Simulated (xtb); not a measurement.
MoH₆, SMILES [MoH6], multiplicity 1. All values are semi-empirical tight-binding results from xtb (GFN2-xTB unless named), good for trends rather than for accurate numbers. The structure is a stationary point at GFN2-xTB. The spin state was assumed, not searched.

For metal compounds this method's bond lengths and energies can be far off.

Computed properties:
The point group as xtb finds it is Oh and the orbital gap is 1.71 eV. The zero-point energy is 20.4 kcal/mol. The G − E(el) at 298.15 K (modified RRHO) is 6.0 kcal/mol.
